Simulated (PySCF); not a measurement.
Start geometry of `CS/C(BF)=C\F` from a GFN2-xTB structure with every atom displaced at random (by about 0.01 Å) (Å):
```
atom  x, y, z in Å
C1     1.8904   -0.4518   -0.8408
S2     1.0482    1.0353   -0.1532
C3    -0.5713    0.4563    0.3218
B4    -1.0769   -0.9767    0.1886
F5    -0.4220   -1.9802   -0.3288
C6    -1.3783    1.3763    0.8770
F7    -1.0191    2.6476    1.0638
H8     1.3336   -0.7869   -1.7091
H9     2.8519   -0.0805   -1.1347
H10    1.9625   -1.1999   -0.0781
H11   -2.2076   -1.2363    0.5577
H12   -2.3718    1.1684    1.2270
```

Question: What comes out of this run: PySCF 2.14.0, PBE0-D3(BJ)/def2-SVP geometry optimisation, gas phase?

Answer: 
```
atom  x, y, z in Å
C1     1.8347   -0.4534   -0.9502
S2     1.1641    0.9560   -0.0441
C3    -0.4654    0.4554    0.3916
B4    -1.1954   -0.8782    0.1309
F5    -0.6191   -1.9028   -0.4780
C6    -1.2436    1.3269    1.0680
F7    -0.8338    2.5312    1.4190
H8     1.2756   -0.6569   -1.8729
H9     2.8569   -0.1482   -1.2139
H10    1.8811   -1.3603   -0.3344
H11   -2.3425   -1.0214    0.4918
H12   -2.2681    1.1106    1.3821
```

The energy falls by 3.3 kcal/mol over 11 energy and gradient evaluations, the largest force component goes from 0.0298 to 3.6e-04 Eh/bohr, and the atoms move by 0.068 Å rms after alignment. The bond that changes most is C1–S2 (S-methyl carbon to sulfide sulfur), which shortens by 0.037 Å. Bonds longer at the end by more than 0.005 Å: 7 of 11; shorter: 4. Among the angles that change most is B4–C3–C6, from 118.7° to 111.7°. Rotational constants go from 2941, 1642, 1061 to 2818, 1679, 1059 MHz. The orientation of the end geometry is arbitrary; only internal coordinates are fixed.

The run used 127 basis functions and 76 SCF cycles in all. Hardware: one thread, Arm Neoverse V1 (aarch64), no GPU, shared host with 32 logical CPUs at a one-minute load of 28. Cost: 81 s wall, 0.53 GiB resident at most.

No frequency check. One conformer, not necessarily the lowest.
